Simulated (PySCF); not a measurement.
Geometry (Å), atoms numbered from 1 in this order:
```xyz
20

C    -2.4675   -0.9845    0.0920
C    -1.0519   -1.1886   -0.3936
O    -0.7668   -2.0588   -1.1791
C    -0.0310   -0.2045    0.1376
C    -0.3101    1.1970   -0.4808
N     0.5001    2.2686    0.0405
C     1.3905   -0.6805   -0.1857
N     2.3815    0.1079    0.5371
H    -2.5021   -0.4985    1.0621
H    -2.9792   -1.9430    0.1314
H    -2.9917   -0.3623   -0.6324
H    -0.1476   -0.1244    1.2249
H    -1.3587    1.4607   -0.3177
H    -0.1343    1.1376   -1.5583
H     0.3184    2.3992    1.0306
H     1.4830    2.0285   -0.0544
H     1.4542   -1.7586    0.0318
H     1.5724   -0.5526   -1.2554
H     3.3147   -0.1484    0.2335
H     2.3211   -0.0843    1.5329
```

Geometry: GFN2-xTB; GIAO absolute shieldings from PySCF 2.14, gas phase, non-relativistic, averaged over equivalent atoms.

At mPW1PW91/pcSseg-1 (196 basis functions, 32 s wall time on 1 thread of an AMD EPYC 7R13, shared host):
| atoms | σ (ppm) |
| --- | --- |
| C2 | -27.7 |
| C4 | 119.7 |
| C5/C7 | 133.0 |
| C1 | 155.4 |
| O3 | -328.9 |
| N6/N8 | 221.3 |
| H13/H17 | 28.17 |
| H14/H18 | 28.90 |
| H9/H10/H11 | 29.62 |
| H12 | 29.81 |
| H15/H16/H19/H20 | 30.61 |

Q: What do these become at PBE0/pcSseg-1?

A: 
```
          atoms  σ at PBE0/pcSseg-1  change
             C2               -26.7    +1.0
             C4               120.2    +0.5
          C5/C7               133.7    +0.7
             C1               156.4    +1.0
             O3              -329.1    -0.2
          N6/N8               222.3    +1.0
        H13/H17               28.10   -0.07
        H14/H18               28.85   -0.05
     H9/H10/H11               29.57   -0.05
            H12               29.75   -0.06
H15/H16/H19/H20               30.57   -0.04
```

The largest change is at C2 (ketone carbonyl carbon). Cost: 196 basis functions, 41 s wall time on 1 thread of an Arm Neoverse V2, shared host. The order of the carbon signals is the same at both levels.
